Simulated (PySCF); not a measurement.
## Electron correlation in Cs³⁺ (caesium, charge +3)

[Kr] 4d10 5s2 5p4, high-spin 3P determinant. All numbers are calculated (PySCF 2.14, scalar relativity through the core potential, in def2-TZVP with the def2 core potential (46 electrons)). Frozen: 5s2; 4 electrons correlated.

Total MP2 correlation energy: -28.28 mhartree.

Same-spin part -11.08 and opposite-spin part -17.19 mhartree; SCS-MP2 scales them by 1/3 and 6/5 to -24.33 mhartree.

```csv
level,correlation energy (mhartree)
CCSD,-34.50
(T),-0.02
CCSD(T),-34.52
```

Diagnostics: T1 = 0.0012, D1 = 0.0020, largest double amplitude 0.037.

Spin-orbit coupling, absent here, splits the open shell strongly.

Cost of the coupled-cluster step: 0.23 s of wall time on 1 thread of Neoverse-V1 (shared host), for 4 correlated electrons.

Iterations:

```
CC2 = 0
CCSD nocc = (np.int64(3), np.int64(1)), nmo = (28, 28)
frozen orbitals [[0], [0]]
max_cycle = 100
direct = 0
conv_tol = 1e-08
conv_tol_normt = 1e-06
diis_space = 8
diis_start_cycle = 0
Init t2, MP2 energy = -0.0282773677743164
Init E_corr(UCCSD) = -0.0282773677743919
cycle = 1  E_corr(UCCSD) = -0.0333801956697588  dE = -0.0051028279  norm(t1,t2) = 0.020903
cycle = 2  E_corr(UCCSD) = -0.0342865812891193  dE = -0.000906385619  norm(t1,t2) = 0.00419348
cycle = 3  E_corr(UCCSD) = -0.0345051095734757  dE = -0.000218528284  norm(t1,t2) = 0.0010421
cycle = 4  E_corr(UCCSD) = -0.0345018105807991  dE = 3.29899268e-06  norm(t1,t2) = 0.000164753
cycle = 5  E_corr(UCCSD) = -0.0345021373359593  dE = -3.2675516e-07  norm(t1,t2) = 2.09758e-05
cycle = 6  E_corr(UCCSD) = -0.0345020718877202  dE = 6.54482391e-08  norm(t1,t2) = 1.93599e-06
cycle = 7  E_corr(UCCSD) = -0.0345020810172706  dE = -9.12955041e-09  norm(t1,t2) = 1.74874e-07
UCCSD converged
E(UCCSD) = -17.73068708599096  E_corr = -0.03450208101727063
UCCSD(T) correction = -2.3582107518704e-05
```
